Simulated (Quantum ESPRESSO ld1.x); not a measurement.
Values are calculated unless marked as measured or tabulated.
Task: All-electron atom: the holmium ion Ho3+ in [Xe] 4f10. Level of theory: scalar-relativistic Kohn-Sham, PBE, spin-unpolarised, spherical densities, point nucleus (ld1.x of Quantum ESPRESSO 7.5). Some entries of the table are withheld. Estimate them.

orbital  occ.  eigenvalue (eV)  <r^2> (bohr^2)  r(max) (bohr)
1s          2         -55533.5             (1)          0.013
2s          2         -9316.29        0.009168            (2)
2p          6         -8256.36             (3)          0.060
3s          2         -2106.93         0.06037          0.211
3p          6         -1783.11             (4)          0.207
3d         10              (5)         0.05073          0.170
4s          2         -442.806          0.3033          0.484
4p          6         -336.144          0.3433          0.504
4d         10              (6)          0.4103          0.521
5s          2         -80.1358           1.758           1.12
5p          6         -54.5042           2.394           1.28
4f         10         -35.0896          0.8018          0.521

Result: 
(1) 1s <r^2> (bohr^2): 0.0005880
(2) 2s r(max) (bohr): 0.074
(3) 2p <r^2> (bohr^2): 0.007441
(4) 3p <r^2> (bohr^2): 0.06071
(5) 3d eigenvalue (eV): -1372.50
(6) 4d eigenvalue (eV): -192.102
